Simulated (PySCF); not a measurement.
# Radial density of Mn³⁺ (manganese, charge +3)

UHF, [Ar] 3d4, high-spin 5D determinant. Calculation: PySCF 2.14, in dyall-av2z (16s12p7d2f, 101 functions); no relativity, point nucleus.

```csv
r (bohr),4πr²ρ (e/bohr),4πr²(ρα − ρβ)
0.00113,0.1602,0.0000
0.00190,0.4366,0.0000
0.00320,1.157,-0.0001
0.00538,2.937,-0.0003
0.00905,6.916,-0.0007
0.0152,14.40,-0.0014
0.0256,24.41,-0.0024
0.0431,29.89,-0.0033
0.0725,24.99,-0.0038
0.122,25.36,0.0213
0.205,33.03,0.2895
0.345,17.23,1.4672
0.580,13.01,3.4969
0.976,11.58,3.3272
1.64,2.055,0.9973
2.76,0.06615,0.0565
4.64,0.0005261,0.0005
```

Task: Where is the radial spin density 4πr²(ρα − ρβ) most negative, and why is it negative at all?

Result: Around r = 0.0725 bohr, down to -0.0038 e/bohr: exchange with the open shell polarises the paired shells in an unrestricted calculation.
